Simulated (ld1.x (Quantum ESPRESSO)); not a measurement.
**Transferability test, PAW potential for copper (Cu)**

- Element: Cu (Z = 29)
- Generator: ld1.x (Quantum ESPRESSO) 7.5
- Type: PAW
- Functional: PBE
- Relativity: scalar-relativistic
- Frozen core: [Ne]
- Valence charge: 19
- Reference configuration: 3s2 3p6 3d10 4s1 4p0
- Partial waves: 3s (bound): rcut 1.25, rcutus 1.45 bohr; 4s (bound): rcut 1.25, rcutus 1.45 bohr; 3p (bound): rcut 1.05, rcutus 1.10 bohr; 4p (bound, empty): rcut 1.05, rcutus 1.10 bohr; 3d (bound): rcut 0.65, rcutus 0.75 bohr; 3d channel at 2.1 Ry: rcut 0.65, rcutus 0.75 bohr
- Local potential: all-electron potential smoothed inside 1.35 bohr (lloc = -1)
- Core correction: Bessel-smoothed model core inside 0.80 bohr
- Augmentation charge: PSQ, inside the norm-conserving radii

Energies are relative to the spin-unpolarised reference configuration 3s2 3p6 3d10 4s1 4p0; without spin polarisation the order of configurations can differ from experiment. The frozen-core shift is the all-electron ΔE with the core orbitals held at their reference shape minus the fully relaxed ΔE.

Its overlap operator is not positive definite in a basis up to 400 Ry (lowest eigenvalue s -1.75), so the file is unfit for use: the generalised eigenproblem breaks down once the basis is large enough, and its test numbers describe a broken file.

```csv
valence configuration,charge,ΔE all-electron (eV),error AE − PS (meV),frozen-core shift (meV)
3s2 3p6 3d10 4s0 4p0,+1,8.148,-1.5,+1.6
3s2 3p6 3d9 4s0 4p0,+2,29.480,-2.6,-0.4
3s2 3p6 3d8 4s0 4p0,+3,68.500,-11,-3.6
3s2 3p6 3d10 4s0 4p1,0,4.137,-0.9,+1.0
3s2 3p6 3d9 4s1 4p0,+1,11.578,+49,-2.2
3s2 3p6 3d7 4s0 4p0,+4,128.209,-42,-7.7
3s1 3p6 3d10 4s1 4p0,+1,122.233,+76,+23
```

A variational frozen-core shift is positive and of second order in the change. This column holds negative values, so the frozen-core run of ld1.x carries numerical noise or an error of first order here, and the column gives no more than the rough size of the effect.

The ghost test of this file was not conclusive.
